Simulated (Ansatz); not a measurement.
Consider the formal exchange of groups at the In–C bond: `[CH3][In]([Cl])[C]#N` + SiH₄ → `[CH3][In]([SiH3])[Cl]` + `C#N`.

Program: Ansatz. Geometries: PBE0-D4/def2-TZVP. ΔE: electronic, gas phase. CCSD(T)/CBS adds triple-zeta CCSD(T) − MP2 to the extrapolated MP2 energy (def2 sets, frozen cores). This one scheme is used for every species. DFT in def2-TZVPP. def2 core potentials past Kr. For In outer-core shells are correlated without core-valence functions, which leaves a few kJ/mol of doubt a bond.

(1) Is it downhill or uphill in electronic energy at CCSD(T)/CBS, and by how much? (Estimate.)

(2) What do these levels give: LDA (SPW92), PBE-QIDH, r2SCANh, BHLYP, LC-ωPBE, CCSD(T)/def2-SVP? (An estimate is asked.)

Largest T1 diagnostic among the species: 0.014.

Results:

(1) Ansatz gave: Uphill: ΔE = +5.5 kJ/mol.

(2) Ansatz gave: LDA (SPW92) -14.4, PBE-QIDH 5.3, r2SCANh -0.1, BHLYP 10.3, LC-ωPBE 7.3, CCSD(T)/def2-SVP 11.3 kJ/mol.

From PBE to PBE0 (25 % exact exchange), in def2-TZVPP and without D4, ΔE moves by +4.8 kJ/mol. At CCSD(T), def2-SVP lies +5.8 kJ/mol from the extrapolated value and def2-TZVPP +6.3 kJ/mol. In def2-TZVPP, CCSD(T) changes the Hartree–Fock value by −13.4 kJ/mol (the triples alone add −0.1 kJ/mol) and MP2 by −12.8 kJ/mol.
